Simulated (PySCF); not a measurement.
Choosing a molecule for a target property.

Each SMILES stands for a single optimised conformer of the isolated species, non-relativistic unless stated. Electronic properties by PySCF.

Dipoles, sizes and rotational constants follow the conformer. The torsions of the flexible species, by atom-mapped SMILES:
- `[F:1][c:2]1[cH:3][cH:4][cH:5][cH:6][c:7]1-[n:8]1[cH:9][cH:10][n:11][n:12]1`: C6–C7–N8–C9 180°
- `[CH3:1][C:2](=[O:3])[c:4]1[cH:5][n:6]([CH3:7])[n:8][c:9]1[Cl:10]`: C1–C2–C4–C5 180°
- `[CH3:1][S:2][C:3]1([Si:4]([CH3:5])([NH2:6])[NH2:7])[CH2:8][CH2:9]1`: C1–S2–C3–Si4 88°, S2–C3–Si4–C5 -162°, H–N6–Si4–C3 62°, H–N6–Si4–C3 -166°, H–N7–Si4–C3 78°, H–N7–Si4–C3 -58°
- `[CH:1]#[C:2][CH2:3][P:4]([CH:5]=[CH2:6])[CH2:7][C:8]([CH3:9])=[O:10]`: C2–C3–P4–C5 68°, C3–P4–C5–C6 176°, C3–P4–C7–C8 71°, P4–C7–C8–C9 76°
- `[SiH3:1][CH2:2][C@H:3]1[CH:4]=[CH:5][O:6][CH:7]=[CH:8][CH2:9]1`: Si1–C2–C3–C4 177°

The conformers of `C#CCP1CCC(=O)CC1` and `C[P+]1(C)C=CCC1` aren't listed.

**Question.** Wanted: dipole moment above 3.3 D (PBE0/pcSseg-1) and smallest rotational constant above 0.7 GHz (GFN2-xTB), at GFN2-xTB geometries. Which candidate meets both?
A. `CC(=O)c1cn(C)nc1Cl`
B. `CSC1([Si](C)(N)N)CC1`
C. `c1ccc(c(F)c1)-n1nncc1`
D. `[C-]#[N+]C#CC`

**Answer.** D. Computed values:
| species | dipole moment | smallest rotational constant |
| --- | --- | --- |
| CSC1([Si](C)(N)N)CC1 | 0.87 D | 0.799 GHz |
| CC(=O)c1cn(C)nc1Cl | 2.99 D | 0.611 GHz |
| c1ccc(c(F)c1)-n1nncc1 | 3.67 D | 0.541 GHz |
| [C-]#[N+]C#CC | 4.18 D | 2.234 GHz |

**Question.** Wanted: HOMO energy between -10 eV and -7 eV (PBE0/pcSseg-1) and HOMO–LUMO gap below 5.9 eV (PBE0/pcSseg-1), at GFN2-xTB geometries. Which candidate meets both?
A. `[SiH3]C[C@H]1C=COC=CC1`
B. `C#CCP1CCC(=O)CC1`
C. `FC1=CC=CC=C1N1C=CN=N1`
D. `C#CCP(C=C)CC(C)=O`
E. `CSC1([Si](C)(N)N)CC1`
F. `C[P+]1(C)C=CCC1`
G. `[C-]#[N+]C#CC`

**Answer.** C. Computed values:
| species | HOMO energy | HOMO–LUMO gap |
| --- | --- | --- |
| C[P+]1(C)C=CCC1 | -12.44 eV | 7.45 eV |
| [C-]#[N+]C#CC | -8.05 eV | 7.20 eV |
| FC1=CC=CC=C1N1C=CN=N1 | -7.28 eV | 5.85 eV |
| C#CCP1CCC(=O)CC1 | -7.13 eV | 6.55 eV |
| C#CCP(C=C)CC(C)=O | -6.95 eV | 5.97 eV |
| [SiH3]C[C@H]1C=COC=CC1 | -6.33 eV | 6.44 eV |
| CSC1([Si](C)(N)N)CC1 | -6.05 eV | 7.09 eV |
